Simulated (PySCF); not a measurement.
# C2H8NO2Si3: g tensor and hyperfine couplings

C2H8NO2Si3 (doublet state).
Numbering: `[CH3:1][Si@:2]([C:3]#[N:4])([O:5][SiH2:6])[O:7][SiH3:8]` (hydrogens: H9, H10, H11 on C1; H12, H13 on Si6; H14, H15, H16 on Si8)

Geometry (GFN2-xTB, Å), atoms numbered from 1 in this order:
```
atom  x, y, z in Å
C1    -0.2859   -1.8162   -1.5656
Si2    0.0905   -0.1861   -0.7002
C3     0.4294    1.2034   -1.9093
N4     0.6829    2.0458   -2.6428
O5     1.4044   -0.3317    0.2287
Si6    2.3901    0.2498    1.3922
O7    -1.1632    0.3154    0.1901
Si8   -1.8497    0.7136    1.6067
H9     0.5940   -2.2101   -2.0634
H10   -0.6317   -2.5633   -0.8571
H11   -1.0610   -1.6832   -2.3138
H12    3.6822    0.4019    0.7414
H13    1.8039    1.4338    2.0055
H14   -0.9965    0.2403    2.6981
H15   -1.9597    2.1702    1.6004
H16   -3.1374    0.0255    1.5777
```

The hyperfine couplings belong to this conformer and change with its torsions.

Computed with PySCF 2.14.0, UKS B3LYP, pcH-1 on C H N O Si, non-relativistic, mean-field spin-orbit, GIAO. Isolated species at its GFN2-xTB geometry (one conformer only). GFN2-xTB frequencies show an imaginary mode (38i cm⁻¹), so this geometry is no minimum at that level. Couplings are sensitive to structure, and on GFN2-xTB geometries they can be far from those on DFT ones, by a factor of two or more for some ions and for spin on atoms past the first row. Stability of the SCF solution: not tested.

```
g1, g2, g3                      : 2.00118, 2.00211, 2.00419
g_iso                           : 2.00249
Form of g                       : rhombic: the two nearest values differ by 31 % of g3 − g1
⟨S²⟩                            : 0.7511 (exact 0.7500)
α and β electrons               : 43, 42
HOMO–LUMO gap, α and β orbitals : 5.30, 6.07 eV
Total energy                    : -1154.88308 Eh
```

Isotropic coupling and dipolar principal values T1 to T3, in MHz; ρ(0) is the spin density at the nucleus:

| atom | isotope | a_iso | of which spin–orbit | T1 | T2 | T3 | Mulliken spin population | ρ(0) (bohr⁻³) |
| --- | --- | --- | --- | --- | --- | --- | --- | --- |
| C1 | 13C | -0.6 | 0.0 | -0.2 | -0.2 | 0.4 | 0.00 | -0.0005 |
| Si2 | 29Si | -13.9 | 0.0 | -3.3 | 1.6 | 1.7 | 0.00 | 0.0157 |
| C3 | 13C | 3.9 | 0.0 | -0.5 | 0.0 | 0.5 | 0.00 | 0.0034 |
| N4 | 14N | 0.2 | 0.0 | -0.2 | 0.0 | 0.2 | 0.00 | 0.0006 |
| O5 | 17O | -37.6 | -0.1 | -22.8 | 10.9 | 11.9 | 0.04 | 0.0619 |
| Si6 | 29Si | -584.5 | 1.1 | -162.1 | 80.8 | 81.3 | 0.89 | 0.6589 |
| O7 | 17O | 0.1 | 0.0 | -0.2 | 0.1 | 0.1 | 0.00 | -0.0001 |
| Si8 | 29Si | -0.2 | 0.0 | -0.4 | 0.2 | 0.2 | 0.00 | 0.0003 |
| H9 | 1H | 0.1 | 0.0 | -0.8 | -0.7 | 1.5 | 0.00 | 0.0000 |
| H10 | 1H | 0.1 | 0.0 | -0.8 | -0.7 | 1.5 | 0.00 | 0.0000 |
| H11 | 1H | -0.2 | 0.0 | -0.5 | -0.4 | 0.9 | 0.00 | -0.0001 |
| H12 | 1H | 92.9 | 0.0 | -8.9 | 0.9 | 8.0 | 0.03 | 0.0208 |
| H13 | 1H | 90.2 | 0.0 | -9.1 | 0.8 | 8.3 | 0.03 | 0.0202 |
| H14 | 1H | 0.2 | 0.0 | -1.6 | -1.4 | 3.0 | 0.00 | 0.0000 |
| H15 | 1H | 0.5 | 0.0 | -0.6 | -0.6 | 1.2 | 0.00 | 0.0001 |
| H16 | 1H | 0.0 | 0.0 | -0.4 | -0.4 | 0.9 | 0.00 | 0.0000 |

The largest Mulliken spin population is on Si6 (+0.89). The angles at Si6 add up to 332.5°, so it is pyramidal.

Axes: g3 points within 11° of the O5–Si6 bond.

Under fast tumbling the dipolar parts average out, and these isotropic splittings remain: 2 × 1H (H12/H13, I = 1/2, 3 lines) with 3.27 mT.

Class means assume fast exchange of nuclei equivalent by connectivity; if that motion is slow, each nucleus keeps its own coupling.

The 29Si coupling of Si6 (-584.5 MHz) shows only in satellite lines or after enrichment, since that isotope makes up about 4.7 % of natural silicon.

The 17O coupling of O5 (-37.6 MHz) shows only in satellite lines or after enrichment, since that isotope makes up about 0.038 % of natural oxygen.
